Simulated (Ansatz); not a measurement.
Reactions of C2H4OSi (`C=C1O[SiH2]1`).

Program: Ansatz. Geometries: PBE0-D4/def2-TZVP. ΔE: electronic, gas phase. CCSD(T)/CBS adds triple-zeta CCSD(T) − MP2 to the extrapolated MP2 energy (def2 sets, frozen cores). This one scheme is used for every species, atoms too. Functionals use def2-TZVPP. No spin–orbit coupling; open shells (•) take unrestricted orbitals. Spin–orbit coupling would lower the free atoms: a little for C, O, Si. Each species was taken in one conformer, which may not be the lowest.

| reaction | B2PLYP (kcal/mol) |
| --- | --- |
| `C=C1O[SiH2]1` → `C#CO[SiH3]` | 4.2 |
| `C=C1O[SiH2]1` → `C#C[SiH2]O` | -27.2 |
| `C=C1O[SiH2]1` → `O=C1C[SiH2]1` | 17.7 |
| `C=C1O[SiH2]1` → `C1=C[SiH2]O1` | -18.9 |
| `C=C1O[SiH2]1` → 2 C• + 4 H• + O• + Si• | 728.9 |
| `C=C1O[SiH2]1` → `[SiH3]C1=CO1` | 57.7 |

**Question.** Give the CCSD(T)/CBS values in the same order. (Estimate.)

**Answer.** Ansatz gave: 5.3, -28.4, 18.5, -20.3, 735.6, 58.7 kcal/mol.

Largest T1 diagnostic: 0.024, for `[SiH3]C1=CO1`.
